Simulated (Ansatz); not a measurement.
Input (CCSDT(Q)/cc-pV(D+d)Z; Ansatz, a quantum-chemistry and plane-wave program): A basis named .json is the Basis Set Exchange file of that set.

Ansatz 0.2 input:
```yaml
crystal:
  periodic: [false, false, false]
  atoms:
    - {symbol: B, position_ang: [-0.68862256, -0.01124550, -0.02520711]}
    - {symbol: Cl, position_ang: [0.20525976, 1.34911716, 0.64107048]}
    - {symbol: H, position_ang: [-1.87781874, 0.02197674, -0.04395492]}
    - {symbol: S, position_ang: [0.11446973, -1.43129631, -0.67051298]}
basis:
  gaussian:
    orbitals: cc-pV_D+d_Z.json
magnetization: {spin_polarized: true, initial_magnetization: 1}
correlation: {method: ccsdt_q, electrons: outside_noble_gas}
```

Output:

```
Functional definition: HF
integrals: 0.09 GiB planned
1196 factors; integrals over basis functions are off by at most 1.4e-7 eV
mean field: 0.31 GiB planned
mean field evaluation 1: about -24008.7957 eV, gradient 1.0e1 eV
mean field evaluation 2: about -24008.8370 eV, gradient 1.0e1 eV
mean field evaluation 4: about -24010.0405 eV, gradient 2.0e0 eV
mean field evaluation 8: about -24010.0970 eV, gradient 2.5e-1 eV
mean field evaluation 16: about -24010.1001 eV, gradient 2.8e-6 eV
mean field evaluation 32: about -24009.2876 eV, gradient 4.8e-5 eV
mean field evaluation 64: about -24010.1001 eV, gradient 2.8e-6 eV
mean field evaluation 96: about -24009.2451 eV, gradient 1.8e0 eV
mean field evaluation 128: about -24004.8163 eV, gradient 2.8e-1 eV
mean field evaluation 160: about -24006.5441 eV, gradient 1.2e0 eV
mean field -24010.10006210 eV, -882.3549026518 hartree, gradient 2.8e-6 eV, S^2 0.761463; 6 other end points of the search recorded, 0 dependent functions left out
determinant -24010.10006210 eV, -882.3549026518 hartree, with singles and doubles -24020.05928746 eV, -882.7208974331 hartree
determinant -24009.28759094 eV, -882.3250448874 hartree, with singles and doubles -24019.19176245 eV, -882.6890164773 hartree
11 core orbitals not correlated
reference -24010.10006210 eV, -882.3549026518 hartree; 9, 8 occupied and 45, 46 virtual orbitals, 1196 factors
second order -8.88842957 eV of doubles, -0.00000000 eV of singles
coupled cluster: 1.69 GiB planned
cycle   1  -9.63042050 eV  change   -7.4e-1 eV  update   9.1e-2
cycle   2  -10.06489814 eV  change   -4.3e-1 eV  update   3.9e-2
cycle   3  -10.30789615 eV  change   -2.4e-1 eV  update   2.4e-2
cycle   4  -10.28583420 eV  change    2.2e-2 eV  update   9.3e-3
cycle   5  -10.28467844 eV  change    1.2e-3 eV  update   5.2e-3
cycle   6  -10.28927352 eV  change   -4.6e-3 eV  update   2.7e-3
cycle   7  -10.28938078 eV  change   -1.1e-4 eV  update   1.5e-3
cycle   8  -10.28933958 eV  change    4.1e-5 eV  update   7.3e-4
cycle   9  -10.28988779 eV  change   -5.5e-4 eV  update   4.2e-4
cycle  10  -10.28970087 eV  change    1.9e-4 eV  update   2.2e-4
cycle  11  -10.28977235 eV  change   -7.1e-5 eV  update   1.4e-4
cycle  12  -10.28981080 eV  change   -3.8e-5 eV  update   8.8e-5
cycle  13  -10.28982312 eV  change   -1.2e-5 eV  update   3.9e-5
cycle  14  -10.28984972 eV  change   -2.7e-5 eV  update   2.1e-5
cycle  15  -10.28985862 eV  change   -8.9e-6 eV  update   1.4e-5
cycle  16  -10.28985384 eV  change    4.8e-6 eV  update   8.8e-6
cycle  17  -10.28985510 eV  change   -1.3e-6 eV  update   6.1e-6
cycle  18  -10.28985327 eV  change    1.8e-6 eV  update   3.2e-6
cycle  19  -10.28985191 eV  change    1.4e-6 eV  update   1.8e-6
perturbative correction -0.02144473 eV, -0.0007880791 hartree
Total energy: -24020.41135874 eV, -882.7338358140 hartree
```
